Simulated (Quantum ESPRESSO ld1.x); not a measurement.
Valence configurations of Ge IV (all share [Ar]). Method: non-relativistic Kohn-Sham, LDA (Slater exchange, Perdew-Zunger correlation), spin-polarised, spherical densities, point nucleus; open shells are filled with parallel spins first; computed with ld1.x of Quantum ESPRESSO 7.5. Energies are relative to 3d10 4s1; eigenvalues in eV for spin up.

valence           E (eV)  moment (Bohr magnetons)    e(3d)    e(4p)    e(4s)
3d10 4s1           0.000                        1  -64.198        -  -40.872
3d10 4s0.5 4p0.5   4.987                        1  -64.889  -31.298  -41.277
3d10 4p1           9.980                        1  -65.574  -31.671        -
3d9.5 4s1.5       12.947                        1  -69.324        -  -42.081
3d9.5 4s0.5 4p1   22.510                        2  -70.701  -33.023  -43.348
3d9 4s2           27.327                        1  -74.622        -  -43.273
3d9 4s1 4p1       36.440                        3  -76.007  -34.316  -44.965
3d9 4s0.5 4p1.5   41.772                        3  -76.654  -34.639  -45.316
3d8 4s0.5 4p2.5   85.848                        5  -88.970  -37.681  -49.048
3d7 4s1 4p3       131.74                        7  -101.25  -40.300  -52.291

NIST lists [Ar] 3d10 4s1 as the ground configuration; this level of theory agrees among the configurations tried. The energies are those of spherical high-spin densities, not of single terms.
